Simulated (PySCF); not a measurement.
VF₄, SMILES [F][V+]([F])([F])[F], charge +1, multiplicity 1.

The structure is a stationary point at PBE-D3(BJ)/def2-SVP. The spin state was assumed, not searched. The isomer is the one that the SMILES or the coordinates give; other isomers of the formula were not compared.

Calculation: PBE-D3(BJ)/def2-SVP (PySCF).

Frequencies are harmonic and unscaled.

Modes within 1.5 cm⁻¹ of each other (mostly degenerate sets) share a row, with their intensities summed.

```csv
mode,ν (cm⁻¹),IR (km/mol),moving atoms (share of kinetic energy)
1–2,223,0.0,F 100 %
3–5,242,34.0,"F 76 %, V 24 %"
6,780,0.0,F 100 %
7–9,909,355.9,"F 64 %, V 36 %"
```
